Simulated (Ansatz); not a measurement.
CH7NSi2 can be A, `[SiH3]C1N[SiH2]1`, or B, `CN1[SiH2][SiH2]1`.

Calculated with Ansatz (gas phase, PBE0-D4/def2-TZVP geometries, no zero-point term in ΔE). CCSD(T)/CBS is the MP2 limit (def2-TZVPP, def2-QZVPP) plus CCSD(T) − MP2 in def2-TZVPP, frozen cores. Functionals use def2-TZVPP.

(1) Which is lower in electronic energy at CCSD(T)/CBS, and by how much? (An estimate is asked.)

(2) Give E(B) − E(A) in kcal/mol with PBE-D4, CCSD/def2-TZVPP, B2PLYP, LDA (SPW92), PBE0-D4, ωB97M-V, r2SCAN-D4. (Best estimate.)

(3) Does the order hold for the free energy at 298.15 K (harmonic terms from PBE0-D4)? (An estimate is asked.)

Largest T1 diagnostic: 0.013.

Answers

(1) Ansatz gave: B, by 15.1 kcal/mol.

(2) The calculation gave: PBE-D4 -16.6, CCSD/def2-TZVPP -15.7, B2PLYP -16.1, LDA (SPW92) -17.3, PBE0-D4 -17.1, ωB97M-V -14.7, r2SCAN-D4 -16.1. None reverses the order clearly.

(3) The calculation gave: Yes: G(B) − G(A) = -13.7 kcal/mol. Modes under 60 cm⁻¹, often nearly free rotors, make the harmonic entropy too high.

From BLYP to BHLYP (50 % exact exchange), in def2-TZVPP and without D4, E(B) − E(A) moves by −0.9 kcal/mol. At CCSD(T), def2-SVP lies −2.4 kcal/mol from the extrapolated value and def2-TZVPP −0.2 kcal/mol.
